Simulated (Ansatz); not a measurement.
Reaction (atomization): `[SiH3]C1=CS1` → 2 C• + 4 H• + S• + Si•

Gas-phase electronic energies from Ansatz, PBE0-D4/def2-TZVP geometries. CCSD(T)/CBS is the MP2 limit (def2-TZVPP, def2-QZVPP) plus CCSD(T) − MP2 in def2-TZVPP, frozen cores. This one scheme is used for every species, atoms too. Functionals use def2-TZVPP. Open shells (•) are unrestricted, without spin–orbit coupling. Spin–orbit coupling would lower the free atoms: a little for C, S, Si.

```csv
species,revPBE-D4 energy (Eh)
`[SiH3]C1=CS1`,-766.12751
C•,-37.84560
H•,-0.50412
S•,-398.04160
Si•,-289.31540
```

Q: Work out ΔE.

A: ΔE = 4 × (-0.50412) + 2 × (-37.84560) + (-398.04160) + (-289.31540) − (-766.12751) = 1.06283 Eh = +2790.5 kJ/mol. CCSD(T)/CBS gives +2782.9 kJ/mol.

Q: What do rigid-rotor, harmonic-oscillator terms from PBE0-D4/def2-TZVP frequencies (298.15 K, 1 bar) make of the CCSD(T)/CBS value? (An estimate is asked.)

A: Computed: ΔZPE = -119.2 kJ/mol, ΔH = +2695.5 kJ/mol, ΔS = 795 J/(mol·K), ΔG = +2458.5 kJ/mol. Open shells count their whole term as degenerate.

Largest T1 diagnostic among the species: 0.013.

At CCSD(T), def2-SVP lies −188.8 kJ/mol from the extrapolated value and def2-TZVPP −86.4 kJ/mol: correlation converges slowly with the basis, and small sets miss more of it in the bonded molecule than in its fragments. From BLYP to BHLYP (50 % exact exchange), in def2-TZVPP and without D4, ΔE moves by −77.8 kJ/mol: exact exchange takes away binding that semilocal exchange gives to molecules. Leaving LDA and LC-ωPBE aside and taking each functional with its dispersion term where it has one, the values, not all of them listed here, spread over 168.7 kJ/mol, from BHLYP-D4 to PBE-D4. LDA lies +370.4 kJ/mol from PBE without D4, its usual overbinding.

For atomizations the MP2-based limit and the directly extrapolated one differ by several kJ/mol either way, and by 10 to 25 for some Ge, Se and Sn compounds, so smaller differences from it don't rank the levels.
